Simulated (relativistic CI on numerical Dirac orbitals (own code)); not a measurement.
## V3+: resonant inelastic scattering at the L2,3 edge

Computed with this model: Dirac-Coulomb-Breit CI, KLI orbitals optimised for each configuration, model QED, valence Slater integrals scaled by 0.8, Kramers-Heisenberg scattering through one core-hole configuration in a parametric crystal field; configurations [Ar] 3d2 → [He] 2s2 2p5 3s2 3p6 3d3; 10 K; core-hole width 0.6 eV; summed over polarisations. Incident energies are the highest absorption maxima for each field (at most a few, so the weaker spin-orbit partner edge can be absent), on the computed scale of the free ion. Intensities are in per cent of the strongest line above 0.02 eV; levels within 1 cm⁻¹ are merged; final levels count from the ground level, the first row holds all elastic scattering, lines under 0.4 are left out and each table stops after 24 rows. The scale of the Slater integrals is a model choice and moves the terms in proportion.

Field parameters in Wybourne normalisation: Oh B⁴₀ = 21Dq, B⁴₄ = √(5/14) B⁴₀. The field is a parameter set, without covalency.

S is read from ⟨S²⟩ = S(S + 1).

Oh, 10Dq = 4100 cm⁻¹:

```
Final level (eV)  Degeneracy  Irrep     S  518.6 eV  525.3 eV  526.5 eV
           0.000           2      E  1.00     712.2     104.6     304.6
           0.003           3     T2  1.00     147.8       6.7     110.7
           0.038           3     T1  1.00      24.4       3.0      22.0
           0.057           1     A1  1.00      13.5      32.2       6.2
           0.438           1     A2  1.00      21.0       3.4       1.4
           0.442           3     T2  1.00      16.1      10.9      26.2
           0.457           3     T1  1.00      29.7      12.2      16.8
           0.459           2      E  1.00      12.3      42.9      39.2
           0.960           3     T2  1.00      11.5      16.5      22.5
           1.487           3     T2  0.01      26.1      20.5      31.3
           1.574           2      E  0.01      16.0       3.5      63.1
           1.958           1     A1  1.00       1.0      13.4     100.0
           1.970           3     T1  1.00       4.1       2.0      11.6
           1.992           3     T2  1.00       1.2       4.8       4.1
           1.993           2      E  1.00       1.3       4.2      20.3
           2.330           3     T2  0.00       2.7       9.1      26.1
           2.536           3     T1  0.00       8.6      12.3      36.7
           2.554           1     A1  0.00       5.0       0.7      29.5
           2.749           2      E  0.00       2.0       1.5       8.5
           5.602           1     A1  0.00       0.2       9.7      16.2
```

Oh, 10Dq = 9300 cm⁻¹:

```tsv
Final level (eV)	Degeneracy	Irrep	S	518.9 eV	525.1 eV	526.9 eV
0.000	2	E	1.00	898.7	198.1	419.9
0.001	3	T2	1.00	124.2	12.3	101.8
0.035	3	T1	1.00	24.6	12.7	21.9
0.052	1	A1	1.00	29.7	22.3	2.4
1.019	1	A2	1.00	12.7	8.4	6.3
1.022	3	T2	1.00	14.2	34.3	37.0
1.037	3	T1	1.00	19.4	6.9	39.6
1.037	2	E	1.00	25.1	30.5	47.2
1.527	3	T2	0.01	27.5	23.6	50.2
1.582	2	E	0.00	11.3	11.7	27.7
2.184	3	T2	1.00	8.1	23.6	50.2
2.478	1	A1	1.00	1.1	18.6	100.0
2.490	3	T1	1.00	12.4	27.4	22.9
2.509	3	T2	1.00	5.5	13.4	6.3
2.509	2	E	1.00	4.5	8.2	12.1
2.809	3	T2	0.01	5.1	16.5	42.9
2.928	1	A1	0.00	5.3	10.5	30.9
3.117	3	T1	0.00	12.1	25.0	59.7
3.904	2	E	0.00	0.6	2.5	8.9
6.389	1	A1	0.00	0.1	13.7	10.3
```

For the first field the strongest loss at the lowest incident energy is the level at 0.46 eV (S = 1.00, against 1.00 in the thermal ground state). Levels of other spin, the first over 8 % at 1.49 eV, appear because spin-orbit coupling of the core hole, and in heavier ions of the valence shell too, mixes spins.
